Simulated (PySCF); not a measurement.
Screening by computed properties: pick the candidate that meets the target.

All species are isolated and taken at one optimised geometry, non-relativistic unless stated; the electronic structure was computed with PySCF and density fitting.

The conformers computed, where there is a choice (atom-mapped SMILES and torsion angles):
- `[CH3:1][C:2]#[C:3][CH2:4][C:5]([NH2:6])=[O:7]`: C3–C4–C5–N6 14°, H–N6–C5–C4 -6°, H–N6–C5–C4 -179°
- `[CH2:1]=[N:2][GeH2:3][PH2:4]`: C1–N2–Ge3–P4 -113°, H–P4–Ge3–N2 -38°, H–P4–Ge3–N2 55°
- `[H]/[N:5]=[CH:4]\[C:2](=[CH2:1])[CH3:3]`: C1–C2–C4–N5 180°
- `[CH2:1]=[CH:2][O:3][SiH2:4][Br:5]`: C1–C2–O3–Si4 13°, C2–O3–Si4–Br5 -71°
- `[CH3:1][CH2:2][c:3]1[cH:4][cH:5][cH:6][c:7]([OH:8])[c:9]1[F:10]`: C1–C2–C3–C4 -99°, H–O8–C7–C6 180°

The conformers of `N#C[C@H]1CCOC1` and `[CH3][Al@@H-]1[CH2]CC[N+]1(C)C` aren't listed.

**Question.** Wanted: HOMO energy above -7 eV (CAM-B3LYP/def2-SVPD) and static isotropic polarisability above 70 au (CAM-B3LYP/def2-SVPD), at PBE0-D3(BJ)/def2-SVP geometries. Which candidate meets both?
A. `[CH3][Al@@H-]1[CH2]CC[N+]1(C)C`
B. `CC#CCC(N)=O`
C. `[N](=C)[GeH2][PH2]`
D. `[F][Ge]([F])([F])[CH2]C`
E. `[PH3]->[Ni]<-[PH3]`
F. `[H]/N=C\C(=C)C`
G. `N#C[C@H]1CCOC1`

**Answer.** E. Computed values:
| species | HOMO energy | static isotropic polarisability |
| --- | --- | --- |
| [F][Ge]([F])([F])[CH2]C | -11.29 eV | 51.4 au |
| N#C[C@H]1CCOC1 | -9.60 eV | 63.5 au |
| [H]/N=C\C(=C)C | -8.93 eV | 59.2 au |
| CC#CCC(N)=O | -8.61 eV | 71.9 au |
| [N](=C)[GeH2][PH2] | -8.46 eV | 80.7 au |
| [CH3][Al@@H-]1[CH2]CC[N+]1(C)C | -7.98 eV | 106.5 au |
| [PH3]->[Ni]<-[PH3] | -6.19 eV | 97.6 au |

**Question.** Wanted: smallest rotational constant below 1 GHz (PBE0-D3(BJ)/def2-SVP) and electronic spatial extent ⟨r²⟩ about the centre of nuclear charge above 1000 bohr² (CAM-B3LYP/def2-SVPD), at PBE0-D3(BJ)/def2-SVP geometries. Which candidate meets both?
A. `[H]/N=C\C(=C)C`
B. `[N](=C)[GeH2][PH2]`
C. `CCC1=CC=CC(O)=C1F`
D. `[PH3]->[Ni]<-[PH3]`
E. `O=C(N)CC#CC`
F. `N=C1CCC1`
G. `C=CO[SiH2]Br`

**Answer.** C. Computed values:
```csv
species,smallest rotational constant,electronic spatial extent ⟨r²⟩ about the centre of nuclear charge
CCC1=CC=CC(O)=C1F,0.793 GHz,1462 bohr²
O=C(N)CC#CC,1.064 GHz,1065 bohr²
C=CO[SiH2]Br,1.133 GHz,982 bohr²
[PH3]->[Ni]<-[PH3],1.642 GHz,735 bohr²
[N](=C)[GeH2][PH2],1.722 GHz,703 bohr²
[H]/N=C\C(=C)C,2.919 GHz,448 bohr²
N=C1CCC1,3.529 GHz,395 bohr²
```

**Question.** Wanted: vertical ionisation energy between 9.4 eV and 9.6 eV (ΔSCF CAM-B3LYP/def2-SVPD) and dipole moment below 2.7 D (CAM-B3LYP/def2-SVPD), at PBE0-D3(BJ)/def2-SVP geometries. Which candidate meets both?
A. `C=[N][GeH2][PH2]`
B. `N=C1CCC1`
C. `C=CO[SiH2]Br`
D. `[H]/N=C\C(=C)C`

**Answer.** C. Computed values:
| species | vertical ionisation energy | dipole moment |
| --- | --- | --- |
| C=[N][GeH2][PH2] | 9.18 eV | 1.57 D |
| C=CO[SiH2]Br | 9.52 eV | 1.20 D |
| N=C1CCC1 | 9.67 eV | 2.52 D |
| [H]/N=C\C(=C)C | 9.79 eV | 2.80 D |

**Question.** Wanted: lowest triplet excitation (Tamm–Dancoff) between 3 eV and 3.8 eV (TDA CAM-B3LYP/def2-SVPD) and HOMO–LUMO gap below 9 eV (CAM-B3LYP/def2-SVPD), at PBE0-D3(BJ)/def2-SVP geometries. Which candidate meets both?
A. `N=C1CCC1`
B. `[CH3][Al@@H-]1[CH2]CC[N+]1(C)C`
C. `CCc1cccc(O)c1F`
D. `C[CH2][Ge]([F])([F])[F]`
E. `C=[N][GeH2][PH2]`
F. `C=CO[SiH2]Br`
G. `[PH3]->[Ni]<-[PH3]`

**Answer.** E. Computed values:
| species | lowest triplet excitation (Tamm–Dancoff) | HOMO–LUMO gap |
| --- | --- | --- |
| [PH3]->[Ni]<-[PH3] | 2.16 eV | 6.47 eV |
| C=[N][GeH2][PH2] | 3.58 eV | 8.75 eV |
| CCc1cccc(O)c1F | 4.00 eV | 8.59 eV |
| C=CO[SiH2]Br | 4.30 eV | 9.30 eV |
| N=C1CCC1 | 4.58 eV | 9.70 eV |
| [CH3][Al@@H-]1[CH2]CC[N+]1(C)C | 6.24 eV | 8.88 eV |
| C[CH2][Ge]([F])([F])[F] | 7.53 eV | 11.53 eV |
